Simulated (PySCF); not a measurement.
C5H16AlNOSi.
Atom-mapped SMILES: `[CH3:1][N+:2]1([CH3:3])[AlH2-:4][CH2:5][CH2:6][C@@H:7]1[O:8][SiH3:9]`

Cartesian coordinates in Å at the PBE0-D3(BJ)/def2-SVP level; atoms count from 1:
```
atom  x, y, z in Å
C1    -1.1969   -1.7173   -0.7715
N2    -0.9141   -0.5999    0.1383
C3    -1.5948   -0.8236    1.4192
Al4   -1.4975    1.2665   -0.6205
C5     0.1173    2.0690    0.2614
C6     0.7906    0.9327    1.0385
C7     0.5472   -0.4096    0.3535
O8     1.1308   -0.4556   -0.9077
Si9    2.7221   -0.1133   -1.3039
H10   -2.2815   -1.7701   -0.9365
H11   -0.6968   -1.5469   -1.7293
H12   -0.8511   -2.6733   -0.3394
H13   -2.6619   -0.9934    1.2310
H14   -1.5099    0.0583    2.0651
H15   -1.1712   -1.7014    1.9396
H16   -1.5044    1.1010   -2.2167
H17   -2.9353    1.4548    0.0814
H18   -0.0997    2.9154    0.9313
H19    0.7992    2.4567   -0.5142
H20    1.8866    1.0495    1.1463
H21    0.4172    0.8761    2.0730
H22    0.9181   -1.2580    0.9700
H23    2.8879   -0.5980   -2.6988
H24    3.6370   -0.8529   -0.3800
H25    3.0189    1.3457   -1.2207
```

Probes without a nucleus sit at each ring's centroid and 1 Å off its mean plane on both sides; NICS is minus the shielding there, NICSzz its component along the normal. Level: GIAO HF/pcSseg-1 (PySCF, non-relativistic, gas phase) on the PBE0-D3(BJ)/def2-SVP geometry, one conformer.

Ring bond lengths (Å): N2–Al4 2.098, Al4–C5 2.007, C5–C6 1.532, C6–C7 1.527, C7–N2 1.489.

Task: What do the NICS probes read (ppm)?

Result: 
```csv
ring,type,NICS(0),"NICS(1), two faces","NICS(1)zz, two faces",rms pucker (Å),"centre to ring atoms, mean (Å)"
N2–Al4–C5–C6–C7,5-membered ring with Al and N; formal bonds all single,-4.9,-3.6 / -3.5,-3.0 / -2.4,0.20,1.44
```

Task: What can be read from them?

Result: 
- N2–Al4–C5–C6–C7: mean NICS(1)zz -2.7 ppm, near zero. N2, Al4, C5, C6, C7 have four or more neighbours; no verdict on aromaticity is drawn.

Task: What field does 9.4 T along the ring normal induce along that normal at the first NICS(1) probe listed for ring N2–Al4–C5–C6–C7, 1 Å off the ring?

Result: NICSzz × B0 = -3.0 ppm × 9.4 T = -28 μT, against the applied field.

Task: Give the inner angles of the rings.

Result: 
- N2–Al4–C5–C6–C7: N2 102.2°, Al4 88.5°, C5 106.2°, C6 110.8°, C7 109.5°; sum 517.2° against 540° for a flat convex ring.

Task: How shielded are the nuclei of the rings and their hydrogens (means over atoms taken as equivalent)?

Result: 
| atoms | environment | σ isotropic (ppm) | principal values of the symmetric part, first atom (ppm) |
| --- | --- | --- | --- |
| N2 | nitrogen bonded to Al and 3 C | 222.6 | 191.6, 216.0, 260.2 |
| Al4 | aluminium bonded to C, N and 2 H | 439.2 | 430.8, 435.7, 451.2 |
| C5 | ring CH2 carbon | 195.4 | 184.8, 191.6, 209.7 |
| C6 | ring CH2 carbon | 163.3 | 147.0, 162.8, 180.2 |
| C7 | sp3 carbon bound to oxygen | 105.6 | 94.5, 100.0, 122.3 |
| H16 | Al–H hydrogen | 27.95 | 24.9, 26.1, 32.8 |
| H17 | Al–H hydrogen | 28.00 | 24.5, 26.4, 33.1 |
| H18 | methylene hydrogen | 31.82 | 26.5, 28.0, 40.9 |
| H19 | methylene hydrogen | 31.62 | 26.1, 29.9, 38.9 |
| H20 | methylene hydrogen | 30.01 | 25.9, 27.7, 36.4 |
| H21 | methylene hydrogen | 30.22 | 25.7, 28.6, 36.3 |
| H22 | methine hydrogen | 28.44 | 24.9, 28.2, 32.3 |

Task: How do the values depend on the level or the medium?

Result: 
```tsv
level	NICS(0), N2–Al4–C5–C6–C7	mean NICS(1)zz, N2–Al4–C5–C6–C7
HF/pcSseg-1, gas	-4.9	-2.7
PBE0/pcSseg-1, gas	-4.9	-2.9
```

The geometry is the same throughout.
